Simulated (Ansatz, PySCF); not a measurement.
Noncovalent pair: CH4 (SMILES C) (first 5 atoms) with CH3Cl (SMILES CCl); geometry from B3LYP-D3(BJ)/def2-TZVP.
(charge 0, multiplicity 1):
```xyz
10

C      0.08601     0.02346    -0.02055
H      1.15752    -0.17340     0.00100
H     -0.19273     0.62392     0.84378
H     -0.16275     0.56100    -0.93449
H     -0.45703    -0.92108     0.00033
C      0.80765    -0.84884     3.45746
Cl    -0.09440     0.64005     3.89387
H      1.72306    -0.55691     2.95218
H      1.02999    -1.39177     4.37103
H      0.18403    -1.44445     2.79831
```

Basis-set superposition error: the interaction energy with monomers in their own basis, and in the dimer's basis (counterpoise).

The values were computed with Ansatz (Gaussian orbitals); PySCF for 6-31G* rows. 

| level | uncorrected (meV) | counterpoise (meV) | difference |
|---|---|---|---|
| SVWN5/def2-TZVPPD | -77.7 | -73.8 | 3.9 |
| PBE/def2-TZVPPD | -14.5 | -11.9 | 2.6 |
| B97M-V/def2-TZVPPD | -41.6 | -39.6 | 2.0 |
| B3LYP/6-31G* | 2.7 | 16.7 | 14.0 |
| PBE0/def2-TZVPPD | -11.6 | -9.4 | 2.1 |
| BHLYP/def2-TZVPPD | -1.1 | 0.9 | 2.0 |
| CAM-B3LYP/def2-TZVPPD | -8.3 | -5.6 | 2.7 |
| wB97X-V/def2-TZVPPD | -44.5 | -42.4 | 2.1 |
| wB97M-V/def2-TZVPPD | -42.0 | -39.4 | 2.6 |
| SCS-MP2/aug-cc-pV(D+d)Z | -61.8 | -19.7 | 42.0 |

The error is largest for SCS-MP2/aug-cc-pV(D+d)Z (42.0 meV) and smallest for B97M-V/def2-TZVPPD (2.0 meV).

Ansatz is a first-principles code.
